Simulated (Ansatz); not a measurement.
Cost and result for the atomization energy of CH₅ClOSi₂, SMILES `[SiH3]C1(Cl)O[SiH2]1` (10 atoms, 10 bonds).

```xyz
10

Si    0.8528   -0.3687    1.2997
C     0.2088   -0.2576   -0.4615
Cl    1.4368   -0.7846   -1.6406
O    -1.0857   -0.8692   -0.6887
Si   -1.1733    0.7554   -1.0716
H    -0.2110    0.1416    2.2037
H     2.0655    0.4772    1.4151
H     1.1727   -1.7793    1.6312
H    -1.2555    1.0974   -2.5039
H    -2.0109    1.5877   -0.1834
```

Total charge 0; spin multiplicity 1. The geometry is a stationary point of PBE0-D4/def2-TZVP. Program: Ansatz. All runs use 4 threads of an AMD EPYC 9R45 on a shared host. Times are those of one run each, without the atoms' runs, and a repeat can differ threefold. Electronic energies, without spin–orbit coupling; frozen cores. CCSD(T)/CBS adds CCSD(T) − MP2 in def2-TZVPP to the MP2 limit, and its time is that of the two runs behind it. T1 = 0.015. B3LYP takes the VWN-RPA correlation (the form of Gaussian; ORCA's B3LYP/G).

CCSD(T)/CBS is a level of theory with its own doubt, some kJ/mol a heavy atom from the limit and from the frozen cores, so smaller differences don't rank the functionals.

| level | functions | wall time |
| --- | --- | --- |
| LDA (SPW92)/def2-TZVPP | 258 | 0.7 s |
| revPBE-D4/def2-TZVPP | 258 | 1 s |
| PBE-D4/def2-TZVPP (with forces) | 258 | 1.2 s |
| PBE0-D4/def2-TZVPP | 258 | 1.6 s |
| BHLYP-D4/def2-TZVPP | 258 | 1.6 s |
| CAM-B3LYP-D4/def2-TZVPP | 258 | 1.8 s |
| CCSD(T)/def2-SVP | 107 | 1.9 s |
| B3LYP-D4/def2-TZVPP (with forces) | 258 | 2.3 s |
| B2PLYP/def2-TZVPP | 258 | 2.4 s |
| ωB97M-V/def2-TZVPP (with forces) | 258 | 4.7 s |
| MP2/def2-QZVPP | 474 | 8 s |
| CCSD(T)/def2-TZVPP | 258 | 42 s |
| CCSD(T)/CBS(def2) | – | 50 s |

Task: What atomization energy does each give, and how far from CCSD(T)/CBS? (Best estimate.)

Result: Ansatz gave: 
| level | atomization (kcal/mol) | difference from CCSD(T)/CBS | per bond |
| --- | --- | --- | --- |
| LDA (SPW92)/def2-TZVPP | 894.5 | 116.3 | 11.6 |
| revPBE-D4/def2-TZVPP | 770.4 | -7.8 | -0.8 |
| PBE-D4/def2-TZVPP (with forces) | 788.6 | 10.4 | 1.0 |
| PBE0-D4/def2-TZVPP | 773.0 | -5.2 | -0.5 |
| BHLYP-D4/def2-TZVPP | 749.3 | -28.9 | -2.9 |
| CAM-B3LYP-D4/def2-TZVPP | 776.0 | -2.2 | -0.2 |
| CCSD(T)/def2-SVP | 716.0 | -62.2 | -6.2 |
| B3LYP-D4/def2-TZVPP (with forces) | 772.8 | -5.4 | -0.5 |
| B2PLYP/def2-TZVPP | 763.9 | -14.3 | -1.4 |
| ωB97M-V/def2-TZVPP (with forces) | 780.0 | 1.8 | 0.2 |
| MP2/def2-QZVPP | 783.1 | 4.9 | 0.5 |
| CCSD(T)/def2-TZVPP | 753.1 | -25.1 | -2.5 |
| CCSD(T)/CBS(def2) | 778.2 | 0.0 | 0.0 |

In def2-TZVPP, CCSD(T) changes the Hartree–Fock value by +208.7 kcal/mol (the triples alone add +14.6 kcal/mol) and MP2 by +223.7 kcal/mol; breaking electron pairs costs correlation energy, which Hartree–Fock lacks. From BLYP to BHLYP (50 % exact exchange), in def2-TZVPP and without D4, the atomization energy moves by −17.7 kcal/mol: exact exchange takes away binding that semilocal exchange gives to molecules. The D4 term adds +10.8 kcal/mol with B3LYP and +5.6 kcal/mol with PBE0; it sums over pairs of atoms, weighted by their polarisabilities, and B3LYP, whose exchange is more repulsive, gets the larger term.
